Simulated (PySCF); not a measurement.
PySCF job for C₄H₅FO, SMILES O=C1CC[C@@H]1F, B3LYP/pcSseg-1. Geometry: ωB97X-D3(BJ)/def2-SVP. The structure was generated by enumeration; whether it is a known compound was not checked.

```python
import numpy as np
from pyscf import gto, scf, dft
from pyscf.prop.nmr import rks as nmr

mol = gto.M(
    atom='''
    O     1.42576161    1.11663020    0.69696127
    C     0.70234909    0.46797346    0.00233125
    C     0.09234819    0.65352807   -1.39336281
    C    -1.04518105   -0.30054438   -0.93891268
    C    -0.16090467   -0.78450947    0.23081194
    F    -0.73522815   -0.95187093    1.45435871
    H    -0.17059866    1.68617165   -1.66462337
    H     0.73665965    0.22871630   -2.17981925
    H    -1.39013532   -1.06291322   -1.64980546
    H    -1.90660385    0.25779395   -0.54367392
    H     0.40996948   -1.69465800   -0.03220290
    ''',
    basis='pcSseg-1',
    charge=0,
    spin=0,
    max_memory=1600,
    verbose=3,
)
mf = dft.RKS(mol, xc='b3lyp')
mf.grids.level = 3
mf.conv_tol = 1e-10
mf.max_cycle = 100
mf.kernel()
n = nmr.NMR(mf)
n.verbose = 2
n.max_cycle_cphf = 60
sigma = n.kernel()
print('atom   isotropic/ppm   span/ppm')
for i, s in enumerate(sigma):
    w = np.linalg.eigvalsh((s + s.T) / 2)
    print(f'{mol.atom_symbol(i):2s}{i + 1:3d} {w.mean():14.3f} {w[2] - w[0]:11.3f}')
```

Program output:

```
converged SCF energy = -330.432451693432
atom   isotropic/ppm   span/ppm
O   1       -327.218    1191.588
C   2        -28.618     188.617
C   3        140.391      51.873
C   4        155.715      33.710
C   5         79.208     107.038
F   6        361.966      74.833
H   7         28.822       9.113
H   8         28.895       7.432
H   9         29.090       7.921
H  10         29.459       7.513
H  11         26.125       5.885
```

The calculation finished and met its thresholds.

Cost: about 29 core-seconds (a rough figure).
